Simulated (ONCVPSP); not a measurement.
LDA (Perdew-Zunger) ONCV dataset for zirconium (Zr), fully relativistic all-electron reference.

- Element: zirconium
- Generator: ONCVPSP 4.0.1
- Type: optimised norm-conserving Vanderbilt (ONCV)
- Functional: LDA (Perdew-Zunger)
- Relativity: fully relativistic
- Frozen core: [Ar] 3d10
- Valence charge: 12
- Reference configuration: 4s2 4p6 4d2 5s1 (charge +1)
- Partial waves: 4s+5s: rc 2.25 bohr, ncon 3, nbas 7, qcut 5.7 1/bohr, 2 projectors; 4p: rc 1.45 bohr, ncon 4, nbas 8, qcut 6.5 1/bohr, 2 projectors, debl 2.7 Ha; 4d: rc 2.25 bohr, ncon 4, nbas 9, qcut 7.9 1/bohr, 2 projectors, debl 3.5 Ha
- Local potential: polynomial inside 1.20 bohr (lpopt 5, dvloc0 -1 Ha)
- Core correction: Teter function, fcfact 2.75, rcfact 1.75

Open shells are filled in proportion to 2j + 1.

- Cutoffs needed: 20 Ha and 78 Ha (the cutoffs (Ha) at which the residual kinetic energy of the hardest occupied pseudo-wave falls to 1 and 0.1 mHa per electron)
- Ghost test: no bound ghost flagged; GHOST(+) flagged for s at 61.0 eV
- Largest excitation error: -6.2 meV (all-electron minus pseudo) for 4s2 4p6 4d3 5s0, out of 4 test configurations
- rms error of d²Exc/dni dnj: 7.83 mHa without and 2.86 mHa with the model core
